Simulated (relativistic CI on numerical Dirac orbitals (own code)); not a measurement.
# Hyperfine structure of I14+, mass number 127

Computed by Dirac-Coulomb-Breit CI, KLI orbitals optimised for each configuration, model QED, unscaled Slater integrals (own radial code, finite nucleus).

Configuration list (outside the closed core [Ar] 3d10): 4s²4p⁶4d³, 4s²4p⁵4d⁴, 4s²4p⁶4d²4f, 4s4p⁶4d⁴, 4s²4p⁶4d²5s, 4s²4p⁶4d²5p, 4s4p⁶4d³4f, 4s²4p⁶4d4f5s, 4s²4p⁶4d²5d, 4s²4p⁶4d5s5p, 4s²4p⁶4d4f², 4s²4p⁶4f³, 4s²4p⁶4f²5s, 4s²4p⁶4f²5p, 4s4p⁶4d4f³, 4p⁶4d⁵, 4p⁵4d⁶, 4s²4p⁶4d5s², 4s²4p⁶4f5s², 4s²4p⁶5s²5p, 4s4p⁶4d4f5s². Double excitations out of closed p, d and f shells are left out; levels of such configurations are missing from the list, as are those of other unlisted configurations, and high levels can miss mixing partners. These lack a partner that the ground configuration has and come out too high: 4s²4p⁶4d²5d.

Nuclear spin I = 5/2, μ = 2.8087 μN, Q = -0.688 b (tables of Stone and Pyykkö). The electronic factors are computed for point nuclear moments, without core polarisation or the Bohr-Weisskopf and QED corrections.

| Level | E (eV) | A (MHz) | B (MHz) |
| --- | --- | --- | --- |
| 4s²4p⁶4d³ ⁴F3/2 | 0.0000 | 5360 | 1050 |
| 4s²4p⁶4d³ ⁴F5/2 | 1.1929 | 3151 | 834 |
| 4s²4p⁶4d³ ⁴F7/2 | 2.2660 | 2716 | 802 |
| 4s²4p⁶4d³ ⁴F9/2 | 3.1111 | 2838 | 606 |
| 4s²4p⁶4d³ ⁴P3/2 | 3.4141 | 2738 | 1300 |
| 4s²4p⁶4d³ ⁴P1/2 | 3.8331 | -2420 |  |
| 4s²4p⁶4d³ ²G7/2 | 5.2352 | 3497 | -1140 |
| 4s²4p⁶4d³ ⁴P5/2 | 5.3331 | 1064 | -1910 |

Levels with J = 0, under 50 % of one LS term, or S terms without an open s electron are left out. Small factors come from cancelling terms and can be off by tens of per cent or more.

At this charge energies of transitions that change n are usually good to better than 1 %, and those within a shell (Δn = 0) to a few per cent. Terms inside the open d or f shell come out 10 to 20 % too wide with unscaled integrals. Levels and lines within the n = 5 or 6 shells can be off by up to 10 % or somewhat more, and those that change n by about 2 %, since core polarisation is missing.

Question: Give the hyperfine levels of 4s²4p⁶4d³ ⁴F3/2 relative to its centre of gravity.

Answer: With K = F(F + 1) − I(I + 1) − J(J + 1), E = AK/2 + B[¾K(K + 1) − I(I + 1)J(J + 1)]/[2I(2I − 1)J(2J − 1)]: F = 1: -27410, F = 2: -17530, F = 3: -1918, F = 4: 20360 MHz.

LS names give the leading component of a level, which can be under half, so a name can repeat, a term be missing and a line seem to break the LS rules.
